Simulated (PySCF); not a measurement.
Compound: C7H6F4.
Atom-mapped SMILES: `[F:1][C@@H:2]1[CH:3]=[C:4]([C:5]([F:6])([F:7])[F:8])[C@@H:9]2[CH2:10][C@H:11]12` (hydrogens: H12 on C2; H13 on C3; H14 on C9; H15, H16 on C10; H17 on C11)

The same species was optimised twice, with GFN2-xTB and with PBE0-D3(BJ)/def2-SVP (PySCF), and the same property calculations (PySCF, gas phase) were run on both structures.

```csv
coordinate,GFN2-xTB,PBE0-D3(BJ)/def2-SVP,change
C5–F7 (Å),1.339,1.332,-0.007
C3=C4 (Å),1.329,1.336,+0.007
C5–F8 (Å),1.346,1.339,-0.007
C5–F6 (Å),1.344,1.338,-0.006
C4–C9 (Å),1.484,1.490,+0.006
C2–C11 (Å),1.521,1.518,-0.003
C9–C11 (Å),1.509,1.507,-0.002
C10–C11 (Å),1.498,1.499,+0.001
C9–C10 (Å),1.505,1.505,0.000
F1–C2 (Å),1.380,1.379,-0.001
C4–C5 (Å),1.493,1.493,0.000
C2–C3 (Å),1.509,1.509,0.000
C2–C11–C10 (°),115.6,117.0,+1.4
C4–C5–F6 (°),112.1,111.0,-1.1
F6–C5–F7 (°),106.7,107.8,+1.1
F7–C5–F8 (°),106.7,107.7,+1.0
C4–C5–F8 (°),111.8,110.9,-0.9
F6–C5–F8 (°),106.1,107.0,+0.9
C4–C5–F7 (°),113.0,112.3,-0.7
F1–C2–C11 (°),112.0,112.6,+0.6
C3–C4–C5–F6 (°),-115,-116,-1
```

Rotational constants: A = 2169, B = 736.0, C = 650.7 MHz (GFN2-xTB) against A = 2145, B = 743.4, C = 654.5 MHz (PBE0-D3(BJ)/def2-SVP). Point groups within 0.08 Å: C1 and C1.

On the GFN2-xTB structure: HOMO (eV) -7.79 [PBE0/pcSseg-1]; LUMO (eV) -1.08 [PBE0/pcSseg-1]; dipole (D) 2.27 [PBE0/pcSseg-1]; GIAO shielding of F1 (ppm) 385.7 [PBE0/pcSseg-1]; GIAO shielding of C2 (ppm) 86.8 [PBE0/pcSseg-1]; GIAO shielding of C3 (ppm) 48.1 [PBE0/pcSseg-1]; GIAO shielding of C4 (ppm) 33.6 [PBE0/pcSseg-1]; GIAO shielding of C5 (ppm) 55.7 [PBE0/pcSseg-1]; GIAO shielding of F6/F7/F8 (mean) (ppm) 253.7 [PBE0/pcSseg-1]; GIAO shielding of C9 (ppm) 161.2 [PBE0/pcSseg-1]; GIAO shielding of C10 (ppm) 164.3 [PBE0/pcSseg-1].

Task: What do these properties become on the PBE0-D3(BJ)/def2-SVP structure?

Result: 
```tsv
property	level	on GFN2-xTB	on PBE0-D3(BJ)/def2-SVP	change
HOMO (eV)	PBE0/pcSseg-1	-7.79	-7.75	+0.04
LUMO (eV)	PBE0/pcSseg-1	-1.08	-1.03	+0.05
dipole (D)	PBE0/pcSseg-1	2.27	2.16	-0.11
energy, GFN2-xTB geometry as zero (kcal/mol)	PBE0/pcSseg-1	0.0	-0.5	-0.5
GIAO shielding of F1 (ppm)	PBE0/pcSseg-1	385.7	387.3	+1.6
GIAO shielding of C2 (ppm)	PBE0/pcSseg-1	86.8	86.7	-0.1
GIAO shielding of C3 (ppm)	PBE0/pcSseg-1	48.1	46.3	-1.8
GIAO shielding of C4 (ppm)	PBE0/pcSseg-1	33.6	31.5	-2.1
GIAO shielding of C5 (ppm)	PBE0/pcSseg-1	55.7	57.6	+1.9
GIAO shielding of F6/F7/F8 (mean) (ppm)	PBE0/pcSseg-1	253.7	259.2	+5.5
GIAO shielding of C9 (ppm)	PBE0/pcSseg-1	161.2	160.3	-0.9
GIAO shielding of C10 (ppm)	PBE0/pcSseg-1	164.3	163.4	-0.9
```

The heavy atoms differ by 0.033 Å rms after alignment. Among bonds between heavy atoms C3=C4, C4–C9, C5–F6, C5–F7 and C5–F8 change most and about equally (-0.007 to +0.007 Å). Changes are differences of the printed values. Neither structure is proved a minimum here.
